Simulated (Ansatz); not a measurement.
Species: chloro(trimethyl)silane, C3H9ClSi, net charge 0, singlet state. 
Structure (B3LYP-D3(BJ)/def2-TZVP (Ansatz, a program for electronic structure) minimum search):
SMILES: C[Si](C)(C)Cl
```xyz
14

Si    -0.0511     0.1244    -0.3069
Cl     0.2680    -0.6522     1.6091
C     -1.7444    -0.4328    -0.8596
C      1.2876    -0.5566    -1.4147
C      0.0483     1.9836    -0.1788
H     -2.5174    -0.0672    -0.1816
H     -1.8077    -1.5218    -0.8893
H     -1.9624    -0.0520    -1.8609
H      1.2502    -1.6467    -1.4491
H      2.2767    -0.2630    -1.0593
H      1.1666    -0.1798    -2.4338
H     -0.1124     2.4418    -1.1583
H     -0.7094     2.3699     0.5050
H      1.0268     2.2990     0.1872
```

Parts of the frozen-core correlation energy in cc-pVTZ (Ansatz, hartree). Frozen orbitals: 13; correlated occupied orbitals by spin: 16 and 16; virtual: 255 and 255. Spin-orbit coupling is left out. No relativistic terms.

| term | value |
|---|---|
| reference (HF) | -867.45122 |
| MP2 opposite-spin | -0.65984 |
| MP2 same-spin | ? |
| CCSD correlation | ? |
| (T) | ? |
| T1 diagnostic | 0.009 |
| largest doubles amplitude | 0.018 |

Problem. Fill in the missing entries.

Solution. 
- MP2 same-spin, value: -0.18937
- CCSD correlation, value: -0.91349
- (T), value: -0.03576
